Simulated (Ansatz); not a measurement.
`[OH][Ga]([Cl])[O][SiH3]` and `[OH][Ga]([SH])[O][SiH3]` differ in one atom or group.

Ansatz, PBE0-D4/def2-TZVP geometries, multiplicity 1. Each molecule was computed in one conformer, which needn't be the lowest.

Scalar relativity is left out up to krypton.

```csv
property,`[OH][Ga]([Cl])[O][SiH3]`
size of the dipole moment (B3LYP/def2-TZVPP) / D,1.47
LUMO energy (PBE/def2-TZVPP) / eV,-2.37
LUMO energy (PBE0/def2-TZVPP) / eV,-1.41
HOMO energy (PBE/def2-TZVPP) / eV,-7.42
HOMO–LUMO gap (PBE0/def2-TZVPP) / eV,7.48
HOMO–LUMO gap (PBE/def2-TZVPP) / eV,5.05
```

Q: What does the change do to each property? (Estimate.)

A: The calculation gave: 
| property | `[OH][Ga]([SH])[O][SiH3]` | shift |
| --- | --- | --- |
| size of the dipole moment (B3LYP/def2-TZVPP) / D | 1.05 | -0.42 |
| LUMO energy (PBE/def2-TZVPP) / eV | -2.04 | 0.33 |
| LUMO energy (PBE0/def2-TZVPP) / eV | -1.11 | 0.30 |
| HOMO energy (PBE/def2-TZVPP) / eV | -6.74 | 0.68 |
| HOMO–LUMO gap (PBE0/def2-TZVPP) / eV | 6.89 | -0.59 |
| HOMO–LUMO gap (PBE/def2-TZVPP) / eV | 4.71 | -0.34 |

With PBE0 the HOMO rises by 0.89 eV and the LUMO rises by 0.30 eV, so the gap narrows by about 0.59 eV. PBE moves the HOMO by 0.68 eV and ωB97M-V by 1.00 eV. Dipoles are sizes alone; their direction can turn.

Positive LUMOs are unbound, so they and the gaps depend on the basis.

B3LYP here is the variant with VWN-RPA as its local correlation; programs differ in this.
